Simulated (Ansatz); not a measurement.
`CB(N)O[SiH3]` + HBr → `CB(N)Br` + silanol at 298.15 K and 1 bar (ligand exchange at a B–O bond).

Gas-phase electronic energies from Ansatz, PBE0-D4/def2-TZVP geometries. CBS: MP2 limit from def2 TZ/QZ plus the TZ coupled-cluster correction, frozen cores. For Br outer-core shells are correlated without core-valence functions, which leaves a few kJ/mol of doubt a bond. Scalar relativity is left out up to krypton. Each species was taken in one conformer, which may not be the lowest.

```
       species  CCSD(T)/CBS energy (Eh)  H − E (kJ/mol)  S (J/(mol·K))
`CB(N)O[SiH3]`               -486.76550           281.8          362.6
           HBr              -2573.91920            24.6          198.6
     `CB(N)Br`              -2693.98242           198.7          317.7
     `O[SiH3]`               -366.69042           113.6          257.8
```

H − E and S are ideal-gas, rigid-rotor, harmonic terms from PBE0-D4/def2-TZVP, for one conformer and one mirror image of each species. 1 Eh = 2625.50 kJ/mol, R = 8.31446 J/(mol·K).

Question: By hand: ΔE, ΔH, ΔS and ΔG.

Answer: ΔE = (-2693.98242) + (-366.69042) − (-486.76550) − (-2573.91920) = 0.01186 Eh = 31.1 kJ/mol. Δ(H − E) = 198.7 + 113.6 − 281.8 − 24.6 = 5.9, so ΔH = 37.0 kJ/mol. ΔS = 317.7 + 257.8 − 362.6 − 198.6 = 14.3 J/(mol·K). ΔG = 37.0 − 298.15 × (14.3)/1000 = 32.7 kJ/mol.

Question: By hand: the equilibrium constant, and the temperature at which ΔG would vanish if ΔH and ΔS stayed fixed.

Answer: log₁₀ K = −ΔG/(RT ln 10) = -5.7. ΔG = 0 at ΔH/ΔS = 2587 K, far beyond where these terms or the molecules hold.

The number of gas molecules stays the same, so ΔS is small and ΔH decides. A doubt of 5 kJ/mol in ΔE shifts log₁₀ K by 0.9 here. Other conformers and mirror images would add mixing entropy, several J/(mol·K) or more a flexible species. Modes under 60 cm⁻¹, often nearly free rotors, make the harmonic entropy too high. These are equilibria of isolated gas molecules and say nothing of rates. Largest T1 diagnostic: 0.011 (customary marks: 0.02 for closed shells, 0.045 for open ones).
